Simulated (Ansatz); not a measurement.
System: CH5BN, charge 0, doublet. CH5BN (SMILES C[B]N, doublet).
B3LYP-D3(BJ)/def2-TZVP minimum from Ansatz (a quantum-chemistry and plane-wave program):
```xyz
8

B     -0.0805     0.5408     0.1035
C     -1.2308    -0.4334    -0.2967
H     -0.8825    -1.4625    -0.4615
H     -1.7258    -0.0960    -1.2112
H     -2.0042    -0.4602     0.4755
N      1.2580     0.2408     0.2596
H      1.9547     0.9184     0.5209
H      1.6392    -0.6893     0.1217
```
Charge 0, spin multiplicity 2.

Atomisation energy term by term, kcal/mol (programs: Ansatz). UHF or UKS for unpaired electrons; spin-orbit terms are left out. Cores are frozen in correlated methods. Rows without X2C or -DK are non-relativistic. CBS(X,Y): correlation extrapolated as X^-3, Hartree-Fock from the larger set. A bracket is a step between two methods taken in the basis named. 'core' is core correlation in cc-pwCVTZ, 'X2C' scalar relativity in cc-pVTZ-DK, both at CCSD(T). For partners of very few electrons the exact lower level stands in for a higher one.

```tsv
term	basis	kcal/mol
Hartree-Fock	cc-pVQZ	520.08
CCSD correlation	CBS(cc-pVTZ,cc-pVQZ)	163.74
(T)	CBS(cc-pVTZ,cc-pVQZ)	9.46
CCSDT(Q) - CCSD(T)	cc-pVDZ	0.52
core correlation	cc-pwCVTZ	3.09
scalar relativity	X2C, cc-pVTZ-DK	-0.54
sum: De		696.4
```
